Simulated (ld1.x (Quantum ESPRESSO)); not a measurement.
## What one change does to a pseudopotential (ruthenium (Ru), ultrasoft)

```
Element                 : Ru
Generator               : ld1.x (Quantum ESPRESSO) 7.5
Type                    : ultrasoft
Functional              : LDA (PZ)
Relativity              : fully relativistic
Frozen core             : [Kr]
Valence charge          : 8
Reference configuration : 4d7 5s0 5p0 (charge +1)
Partial waves           : 5s (bound, empty): rcut 2.45, rcutus 2.75 bohr; 5s channel at 4.05 Ry: rcut 2.45, rcutus 2.75 bohr; 5p (bound, empty): rcut 3.20, rcutus 4.10 bohr; 5p channel at 1.55 Ry: rcut 3.20, rcutus 4.10 bohr; 4d (bound): rcut 1.70, rcutus 2.30 bohr; 4d channel at 0.15 Ry: rcut 1.70, rcutus 2.30 bohr
Local potential         : all-electron potential smoothed inside 2.80 bohr (lloc = -1)
Core correction         : none
Augmentation charge     : built from norm-conserving waves at rcut, not smoothed further
```

Open shells are filled in proportion to 2j + 1 (rel_dist='average').

Change: local potential all-electron potential smoothed inside 3.40 bohr (lloc = -1).

Cutoffs: the cutoffs (Ry, on a coarse ladder) from which the occupation-weighted sum of valence levels, in a spherical-Bessel basis at the reference potential, stays within 10 and 1 mRy of its value at 400 Ry; they do not see the model core or the augmentation charge, which bear on the density cutoff. Errors are all-electron minus pseudo energies relative to the spin-unpolarised reference configuration.

Task: What does the change do?

Result: The potential gets neither clearly harder nor softer (18 Ry and 35 Ry → 18 Ry and 35 Ry); both files keep a bound ghost (p, s); the number of tests with a reliable result goes from 7 to 0 (the test run of the changed file stopped, so its transferability is not established); the range in which the d3/2 phases agree widens (upper end 2.0 → at the end of the scan).

| quantity | base | changed |
| --- | --- | --- |
| cutoff, loose | 18 Ry | 18 Ry |
| cutoff, tight | 35 Ry | 35 Ry |
| bound ghosts | s, p1/2, p3/2 | s, p1/2, p3/2 |
| tests with a reliable result | 7 of 7 | 0 of 7 (the test run stopped) |
| s: phases at 4.47 bohr within 0.05 rad from the reference energy up to (Ry; the scan ends near 5) | 0.1 | -0.0 |
| p1/2: phases at 4.47 bohr within 0.05 rad from the reference energy up to (Ry; the scan ends near 5) | 0.3 | 0.2 |
| p3/2: phases at 4.47 bohr within 0.05 rad from the reference energy up to (Ry; the scan ends near 5) | 0.3 | 0.3 |
| d3/2: phases at 4.47 bohr within 0.05 rad from the reference energy up to (Ry; the scan ends near 5) | 2.0 | to the end of the scan |
| d5/2: phases at 4.47 bohr within 0.05 rad from the reference energy up to (Ry; the scan ends near 5) | 2.1 | 2.2 |
| lowest overlap eigenvalue by channel | s 0.47, p1/2 0.34, p3/2 0.32, d3/2 0.29, d5/2 0.32 | s 0.49, p1/2 0.35, p3/2 0.34, d3/2 0.30, d5/2 0.34 |

 A true bound ghost makes a file unfit for plane-wave use even where its test errors are small: the radial tests pick states by their node count and pass the ghost by.
